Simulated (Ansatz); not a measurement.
`[SiH3]BN[SiH3]` + `[OH][GeH2][F]` → `[F][GeH2][O][SiH3]` + `BN[SiH3]`  (cleavage of the Si–B bond)

Calculated with Ansatz (gas phase, PBE0-D4/def2-TZVP geometries, no zero-point term in ΔE). CBS: MP2 limit from def2 TZ/QZ plus the TZ coupled-cluster correction, frozen cores. Functionals use def2-TZVPP. For Ge outer-core shells are correlated without core-valence functions, which leaves a few kJ/mol of doubt a bond. Scalar relativity is left out up to krypton. One conformer a species, not always the lowest.

`[SiH3]BN[SiH3]`:

```xyz
12

Si   -0.310   -1.831    0.416
B    -1.166   -0.197   -0.417
N    -0.533    1.046   -0.527
Si    1.080    1.480    0.002
H     1.078   -1.618    0.920
H    -0.260   -2.939   -0.581
H    -1.136   -2.304    1.564
H    -2.285   -0.298   -0.844
H    -1.064    1.788   -0.963
H     1.222    1.301    1.467
H     2.103    0.660   -0.691
H     1.269    2.912   -0.346
```

`[OH][GeH2][F]`:

Cartesian coordinates in Å:
```
O 0.854 0.759 0.769
Ge -0.294 -0.321 -0.016
F -1.264 0.636 -1.096
H 1.506 1.128 0.169
H 0.404 -1.352 -0.913
H -1.206 -0.851 1.086
```

`[F][GeH2][O][SiH3]`:

```xyz
9

F    -0.640   -2.084   -0.925
Ge   -1.276   -0.926    0.201
O     0.078    0.060    0.714
Si    1.218    0.969   -0.042
H    -1.779   -1.695    1.420
H    -2.291   -0.082   -0.577
H     2.403    0.142   -0.383
H     0.665    1.561   -1.291
H     1.621    2.055    0.884
```

`BN[SiH3]`:

Z-matrix (Å, degrees):
```
Si
N 1 1.745
H 1 1.487 2 110.4
H 1 1.480 2 107.6 3 -120.5
H 1 1.487 2 110.4 3 119.0
B 2 1.399 1 126.7 3 120.4
H 2 1.011 1 116.7 3 -59.6
H 6 1.198 2 119.6 1 -180.0
H 6 1.198 2 119.0 1 -0.0
```

CCSD(T)/CBS gives -1.25 eV.

Task: Another level gave -1.24 eV. Which?
A. r2SCAN-D4/def2-TZVPP
B. PBE-D4/def2-TZVPP
C. B2PLYP/def2-TZVPP
D. CCSD(T)/def2-TZVPP

Result: D. CCSD(T)/def2-TZVPP -1.24, r2SCAN-D4 -1.17, PBE-D4 -0.97, B2PLYP -1.30 eV.

Largest T1 diagnostic among the species: 0.014.

In def2-TZVPP, CCSD(T) changes the Hartree–Fock value by +0.33 eV (the triples alone add +0.04 eV) and MP2 by +0.25 eV. From PBE to PBE0 (25 % exact exchange), in def2-TZVPP and without D4, ΔE moves by −0.10 eV.
